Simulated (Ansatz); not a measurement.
A further run on WS2(NH2)2 (WS₂N₂H₄).

```yaml
crystal:
  periodic: [false, false, false]
  atoms:
    - {symbol: W, position_ang: [0.509631, 0.000710, 0.353135]}
    - {symbol: S, position_ang: [0.442192, 0.010516, 2.510329]}
    - {symbol: S, position_ang: [2.505725, -0.006325, -0.467657]}
    - {symbol: N, position_ang: [-0.387884, 1.609373, -0.277923]}
    - {symbol: H, position_ang: [-0.183264, 2.072357, -1.168761]}
    - {symbol: H, position_ang: [-1.147766, 2.080161, 0.222833]}
    - {symbol: N, position_ang: [-0.393392, -1.610487, -0.263435]}
    - {symbol: H, position_ang: [-1.154745, -2.074245, 0.241631]}
    - {symbol: H, position_ang: [-0.190496, -2.082070, -1.150151]}
basis:
  gaussian: {orbitals: def2-SVP}
hamiltonian: {xc: {name: HF}}
correlation: {method: rpa}
scf: {omitted_lower_state_checks: [starts]}
```

```sh
$ ansatz run in.yaml --threads 4 --pin off --events-out ev --progress --plain --max-ram 3916MiB
```

Shortened log:

```
Functional definition: HF
1129 factors; integrals over basis functions are off by at most 1.1e-3 eV
mean field evaluation 1: about -26454.9681 eV, gradient 5.3e1 eV
mean field evaluation 2: about -26454.9816 eV, gradient 5.3e1 eV
mean field evaluation 4: about -26461.3047 eV, gradient 1.1e1 eV
mean field evaluation 8: about -26461.5872 eV, gradient 2.2e-1 eV
mean field -26461.58792435 eV, -972.4454199115 hartree, gradient 3.0e-6 eV, S^2 0.000000; 0 other end points of the search recorded, 0 dependent functions left out
12 core orbitals not correlated: weight in the atoms' cores, before any rotation towards them, 1.000 or more for the frozen orbitals, at most 0.000 for the correlated occupied ones
reference -26461.58792435 eV, -972.4454199115 hartree; 20, 20 occupied and 84, 84 virtual orbitals, 1129 factors
Total energy: -26489.18142151 eV, -973.4594622283 hartree
Checks for a lower state left out: starts
```

Run time 1.3 s (4 threads of Arm Neoverse V2 on a shared host).

In the def2 sets W takes a core potential; there is no spin–orbit coupling. Correlated methods freeze 12 core orbitals; core or outer-core shells of W are correlated, in sets that lack core-valence functions. The test of the restricted singlet for broken spin symmetry was undecided.
